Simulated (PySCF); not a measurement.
# Correlation energy of Cl²⁺ (chlorine, charge +2)

Starting occupation: [Ne] 3s1 3p3 4s1, 3s1/2 with m_j = +1/2, 3p3/2 with m_j = -1/2, +1/2, +3/2, 4s1/2 with m_j = +1/2. Computed with PySCF 2.14 in x2c-TZVPall-2c with one added diffuse shell each of s, p type (6s7p2d1f, 44 functions), with X2C-1e with screened-nucleus spin-orbit coupling, Gaussian nucleus. Frozen: [Ne]; 5 electrons correlated.

MP2 pair energies summed by pair of shells (mhartree):

| pair | energy | share (%) |
| --- | --- | --- |
| 3p-3p | -22.22 | 62.3 |
| 3p-4s | -10.39 | 29.1 |
| 3p-3s | -2.69 | 7.5 |
| 3s-4s | -0.36 | 1.0 |

Total MP2 correlation energy: -35.65 mhartree.

The GHF reference relaxed away from the jj start to a determinant that is no pure jj level (⟨S²⟩ = 8.75, ⟨J²⟩ = 8.75); the energies belong to that determinant.
